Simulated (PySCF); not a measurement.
**Computed properties of GeH₇NOSi, SMILES [OH][GeH2][NH][SiH3]**

GeH7NOSi, SMILES [OH][GeH2][NH][SiH3]. Geometry: ωB97X-D3(BJ)/def2-SVP. This is a generated structure with no PubChem entry under its InChIKey; it may be hypothetical. One conformer was computed; it need not be the lowest. All values are computed for the isolated molecule unless a solvent is named; none is compared with measurement here.

**Structure.** All 27 harmonic modes at ωB97X-D3(BJ)/def2-SVP (PySCF) are real, so it is a minimum. With heavy atoms numbered as in [OH:1][GeH2:2][NH:3][SiH3:4], the shortest bond between them is N3–Si4 at 1.736 Å and the longest Ge2–N3 at 1.828 Å.

**Vibrations.** The strongest infrared lines (harmonic, unscaled, degenerate partners summed) lie at 907 cm⁻¹ (243 km/mol, H 84 %), 2224 cm⁻¹ (205 km/mol, H 96 %), 1017 cm⁻¹ (175 km/mol, H 94 %). The softest mode is at 43 cm⁻¹ and the zero-point energy is 45.2 kcal/mol.

**Electronic structure.** HF/def2-TZVP (PySCF) places the frontier levels at -10.95 and 2.94 eV, a gap of 13.89 eV, and gives a dipole moment of 1.01 D and a mean polarisability of 59.6 bohr³. PBE/def2-TZVP (PySCF) at the same geometry gives -6.19 and -0.78 eV, so its gap is 8.48 eV narrower. An orbital gap is neither the optical nor the fundamental gap.

**Excitations.** TDDFT-PBE0/def2-SVPD (PySCF) has S1 at 6.16 eV (201 nm, f = 0.015, weak); the most intense of the 10 singlets computed lies at 7.88 eV (f = 0.05). T1 (TDA) is at 5.78 eV. TDDFT-PBE/def2-SVPD (PySCF) puts S1 at 5.50 eV. No vertical singlet excitation falls in the visible range (under 3.1 eV).

**NMR.** GIAO shifts at PBE0/pcSseg-1 (PySCF) (non-relativistic, atoms alike by connectivity averaged): ¹H from 0.5 to 5.5 ppm against TMS; ²⁹Si at -48.8 ppm against TMS.
